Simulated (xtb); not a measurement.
xtb job for C2H7AlFN, SMILES [F][Al]([NH2])[CH2]C, GFN2-xTB. 

```
$ xtb mol.xyz --gfn 2 --sp --chrg 0 --uhf 0 --json
$ cat mol.xyz
12

Al     0.16867343     0.25608639     0.47694943
F      0.92815017     0.17730316     1.94655375
C      0.02446541    -1.40402714    -0.62871476
C     -0.66952729    -1.14899125    -1.97027794
H     -0.52222573    -2.18063615    -0.07954851
H      1.01955136    -1.82995965    -0.80818890
H     -0.11927356    -0.41596027    -2.55656199
H     -1.67562742    -0.76415346    -1.81708366
H     -0.74201431    -2.06723326    -2.55439939
N     -0.46971610     1.84244843    -0.00359017
H     -0.39433071     2.67179022     0.57149395
H     -0.95380161     2.08227237    -0.85595050
```

Output:

```
[banner left out]
          |                Calculation Setup                |
           -------------------------------------------------



           -------------------------------------------------
          |                 G F N 2 - x T B                 |
           -------------------------------------------------

        Reference                      10.1021/acs.jctc.8b01176
      * Hamiltonian:
        H0-scaling (s, p, d)           1.850000    2.230000    2.230000
        zeta-weighting                 0.500000
      * Dispersion:
        s8                             2.700000
        a1                             0.520000
        a2                             5.000000
        s9                             5.000000
      * Repulsion:
        kExp                           1.500000    1.000000
        rExp                           1.000000
      * Coulomb:
        alpha                          2.000000
        third order                    shell-resolved
        anisotropic                    true
        a3                             3.000000
        a5                             4.000000
        cn-shift                       1.200000
        cn-exp                         4.000000
        max-rad                        5.000000


          ...................................................
          :                      SETUP                      :
          :.................................................:
          :  # basis functions                  33          :
          :  # atomic orbitals                  32          :
          :  # shells                           18          :
          :  # electrons                        30          :
          :  max. iterations                   250          :
          :  Hamiltonian                  GFN2-xTB          :
          :  restarted?                      false          :
          :  GBSA solvation                  false          :
          :  PC potential                    false          :
          :  electronic temp.          300.0000000     K    :
          :  accuracy                    1.0000000          :
          :  -> integral cutoff          0.2500000E+02      :
          :  -> integral neglect         0.1000000E-07      :
          :  -> SCF convergence          0.1000000E-05 Eh   :
          :  -> wf. convergence          0.1000000E-03 e    :
          :  Broyden damping             0.4000000          :
          :  net charge                          0          :
          :  unpaired electrons                  0          :
          ...................................................

 iter      E             dE          RMSdq      gap      omega  full diag
   1    -16.7730114 -0.167730E+02  0.130E+01    3.80       0.0  T
   2    -16.8144603 -0.414489E-01  0.625E+00    4.55       1.0  T
   3    -16.8173332 -0.287290E-02  0.421E+00    3.77       1.0  T
   4    -16.8341141 -0.167809E-01  0.844E-01    4.15       1.0  T
   5    -16.8349421 -0.828022E-03  0.459E-01    4.26       1.0  T
   6    -16.8355787 -0.636643E-03  0.182E-01    4.28       1.0  T
   7    -16.8355885 -0.977307E-05  0.121E-01    4.25       1.0  T
   8    -16.8356118 -0.232473E-04  0.403E-02    4.27       1.0  T
   9    -16.8356124 -0.611144E-06  0.825E-03    4.27       3.5  T
  10    -16.8356124 -0.340933E-07  0.476E-03    4.27       6.1  T
  11    -16.8356124 -0.105536E-07  0.216E-03    4.27      13.4  T
  12    -16.8356124 -0.122189E-07  0.593E-04    4.27      48.7  T
  13    -16.8356124 -0.191044E-08  0.159E-04    4.27     181.8  T

   *** convergence criteria satisfied after 13 iterations ***

         #    Occupation            Energy/Eh            Energy/eV
      -------------------------------------------------------------
         1        2.0000           -0.7762213             -21.1221
       ...           ...                  ...                  ...
         9        2.0000           -0.4787791             -13.0282
        10        2.0000           -0.4770284             -12.9806
        11        2.0000           -0.4582024             -12.4683
        12        2.0000           -0.4528225             -12.3219
        13        2.0000           -0.4360676             -11.8660
        14        2.0000           -0.3861063             -10.5065
        15        2.0000           -0.3829391             -10.4203 (HOMO)
        16                         -0.2261904              -6.1550 (LUMO)
        17                         -0.1313605              -3.5745
        18                         -0.0629664              -1.7134
        19                         -0.0185593              -0.5050
        20                         -0.0139843              -0.3805
       ...                                ...                  ...
        32                          1.0743877              29.2356
      -------------------------------------------------------------
                  HL-Gap            0.1567488 Eh            4.2654 eV
             Fermi-level           -0.3045648 Eh           -8.2876 eV

 SCC (total)                   0 d,  0 h,  0 min,  0.007 sec
 SCC setup                      ...        0 min,  0.000 sec (  1.362%)
 Dispersion                     ...        0 min,  0.000 sec (  0.761%)
 classical contributions        ...        0 min,  0.000 sec (  0.310%)
 integral evaluation            ...        0 min,  0.001 sec ( 16.370%)
 iterations                     ...        0 min,  0.004 sec ( 49.967%)
 molecular gradient             ...        0 min,  0.002 sec ( 29.568%)
 printout                       ...        0 min,  0.000 sec (  1.475%)

         :::::::::::::::::::::::::::::::::::::::::::::::::::::
         ::                     SUMMARY                     ::
         :::::::::::::::::::::::::::::::::::::::::::::::::::::
         :: total energy             -16.663875685748 Eh    ::
         :: gradient norm              0.000239444963 Eh/a0 ::
         :: HOMO-LUMO gap              4.265350952477 eV    ::
         ::.................................................::
         :: SCC energy               -16.835601527219 Eh    ::
         :: -> isotropic ES            0.057125829158 Eh    ::
         :: -> anisotropic ES          0.004393871219 Eh    ::
         :: -> anisotropic XC          0.003180495272 Eh    ::
         :: -> dispersion             -0.005339964941 Eh    ::
         :: repulsion energy           0.171725841472 Eh    ::
         :: add. restraining           0.000000000000 Eh    ::
         :: total charge              -0.000000000000 e     ::
         :::::::::::::::::::::::::::::::::::::::::::::::::::::

           -------------------------------------------------
          |                Property Printout                |
           -------------------------------------------------

    * Orbital Energies and Occupations

         #    Occupation            Energy/Eh            Energy/eV
      -------------------------------------------------------------
         1        2.0000           -0.7762213             -21.1221
       ...           ...                  ...                  ...
         3        2.0000           -0.5860895             -15.9483
         4        2.0000           -0.5602874             -15.2462
         5        2.0000           -0.5054613             -13.7543
         6        2.0000           -0.5031139             -13.6904
         7        2.0000           -0.4959279             -13.4949
         8        2.0000           -0.4826579             -13.1338
         9        2.0000           -0.4787791             -13.0282
        10        2.0000           -0.4770284             -12.9806
        11        2.0000           -0.4582024             -12.4683
        12        2.0000           -0.4528225             -12.3219
        13        2.0000           -0.4360676             -11.8660
        14        2.0000           -0.3861063             -10.5065
        15        2.0000           -0.3829391             -10.4203 (HOMO)
        16                         -0.2261904              -6.1550 (LUMO)
        17                         -0.1313605              -3.5745
        18                         -0.0629664              -1.7134
        19                         -0.0185593              -0.5050
        20                         -0.0139843              -0.3805
        21                          0.0168401               0.4582
        22                          0.0806153               2.1937
        23                          0.1577146               4.2916
        24                          0.1701287               4.6294
        25                          0.1768927               4.8135
        26                          0.1895041               5.1567
       ...                                ...                  ...
        32                          1.0743877              29.2356
      -------------------------------------------------------------
                  HL-Gap            0.1567488 Eh            4.2654 eV
             Fermi-level           -0.3045648 Eh           -8.2876 eV

     #   Z          covCN         q      C6AA      α(0)
     1  13 Al       2.320     0.373   106.946    22.080
     2   9 F        0.672    -0.279    12.104     4.107
     3   6 C        3.657    -0.143    23.588     6.971
     4   6 C        3.776    -0.100    22.433     6.748
     5   1 H        0.924     0.054     2.270     2.356
     6   1 H        0.924     0.055     2.262     2.352
     7   1 H        0.925     0.037     2.493     2.469
     8   1 H        0.925     0.037     2.487     2.466
     9   1 H        0.924     0.035     2.523     2.484
    10   7 N        2.504    -0.414    30.809     8.243
    11   1 H        0.861     0.178     1.224     1.733
    12   1 H        0.861     0.167     1.288     1.778

 Mol. C6AA /au·bohr⁶  :       1465.090761
 Mol. C8AA /au·bohr⁸  :      49845.811288
 Mol. α(0) /au        :         63.787751


Wiberg/Mayer (AO) data.
largest (>0.10) Wiberg bond orders for each atom

 ---------------------------------------------------------------------------
     #   Z sym  total        # sym  WBO       # sym  WBO       # sym  WBO
 ---------------------------------------------------------------------------
     1  13 Al   3.752 --    10 N    1.292     2 F    1.204     3 C    0.993
     2   9 F    1.273 --     1 Al   1.204
     3   6 C    3.961 --     4 C    1.004     1 Al   0.993     5 H    0.926
                             6 H    0.926
     4   6 C    3.997 --     3 C    1.004     7 H    0.983     8 H    0.983
                             9 H    0.983
     5   1 H    0.997 --     3 C    0.926
     6   1 H    0.997 --     3 C    0.926
     7   1 H    0.999 --     4 C    0.983
     8   1 H    0.999 --     4 C    0.983
     9   1 H    0.998 --     4 C    0.983
    10   7 N    3.241 --     1 Al   1.292    12 H    0.931    11 H    0.918
    11   1 H    0.968 --    10 N    0.918
    12   1 H    0.972 --    10 N    0.931
 ---------------------------------------------------------------------------

Topologies differ in total number of bonds
Writing topology from bond orders to xtbtopo.mol

molecular dipole:
                 x           y           z       tot (Debye)
 q only:       -0.440       0.172      -0.788
   full:       -0.508       0.147      -0.934       2.729
molecular quadrupole (traceless):
                xx          xy          yy          xz          yz          zz
 q only:       -0.322      -1.082       3.971      -1.932      -0.340      -3.649
  q+dip:       -1.508      -1.896       6.597      -2.033       0.022      -5.089
   full:        0.439      -0.824       4.446      -3.321      -0.333      -4.885


           -------------------------------------------------
Note: The following floating-point exceptions are signalling: IEEE_UNDERFLOW_FLAG IEEE_DENORMAL
normal termination of xtb
          | TOTAL ENERGY              -16.663875685748 Eh   |
          | GRADIENT NORM               0.000239444963 Eh/α |
          | HOMO-LUMO GAP               4.265350952477 eV   |
           -------------------------------------------------

------------------------------------------------------------------------
------------------------------------------------------------------------
 total:
 SCF:
```

The calculation finished and met its thresholds.
